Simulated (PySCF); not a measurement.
These compounds are isomers of formula C$_{7}$H$_{12}$OSi.

A. SMILES C=C(C)[C@@H]1C[C@@]1([SiH3])C=O
B. `C/C=C(\[SiH3])C1CC(=O)C1`
C. `InChI=1S/C7H12OSi/c1-3-5-7(6-8)9-4-2/h3H,1,4-5,9H2,2H3`

Spectrum 1. 1H NMR (300 MHz, computed): δ 6.45 (q, 1H), 4.25 (s, 3H), 3.13 (m, 2H), 2.99 (m, 1H), 2.81 (m, 2H), 2.02 (d, 3H). 13C{1H} NMR (computed): δ 210.0 (C), 147.5 (CH), 141.5 (C), 53.8 (CH2), 32.4 (CH), 22.8 (CH3).

Spectrum 2. 1H NMR (300 MHz, computed): δ 10.30 (s, 1H), 5.33 (br s, 1H), 5.06 (br s, 1H), 4.03 (s, 3H), 2.39 (m, 1H), 1.94 (s, 3H), 1.68 (m, 1H), 1.15 (m, 1H). 13C{1H} NMR (computed): δ 207.7 (CH), 152.3 (C), 120.6 (CH2), 43.0 (CH), 27.4 (CH3), 24.9 (CH2), 22.6 (C).

Spectrum 3. 1H NMR (300 MHz, computed): δ 6.06 (m, 1H), 5.39 (m, 1H), 5.23 (m, 1H), 4.47 (t, 2H), 2.84 (d, 2H), 1.16 (m, 2H), 1.04 (m, 3H). 13C{1H} NMR (computed): δ 184.8 (C), 150.4 (CH), 121.2 (CH2), 34.2 (CH2), 11.8 (CH2), 10.3 (CH3), 8.3 (C).

No solvent, equivalent nuclei averaged, single conformer, non-relativistic. σ from GIAO-PBE0/pcSseg-1; structure optimised with GFN2-xTB; PySCF 2.14.

Chemical shifts δ = σref − σ; TMS for 1H, 13C, all at this level. Where no couplings were computed, multiplicities follow the n + 1 count of equivalent neighbours, and m marks all less simple cases (inequivalent or close neighbours, rings, F or P nearby). Shifts are as computed. Against solution values, carbons near 30 ppm lie about +3 ppm off and those near 130 ppm about +5 ppm. Of 1309 compounds with measured shifts, 239 miss one by over three times the rms of a fit or turn the order of signals round; such compounds aren't used in these exercises.

Question: Match each spectrum to its structure.

Answer: 1–B, 2–A, 3–C.

- Spectrum 1 (B): 6 13C signals; δC 210.0 is a ketone carbonyl carbon; δC 147.5 is an alkene CH.
- Spectrum 2 (A): 7 13C signals; δC 207.7 is an aldehyde carbonyl carbon; δC 152.3 is a fully substituted alkene carbon.
- Spectrum 3 (C): 7 13C signals; δC 150.4 is an alkene CH; δC 121.2 is a terminal =CH2 carbon.
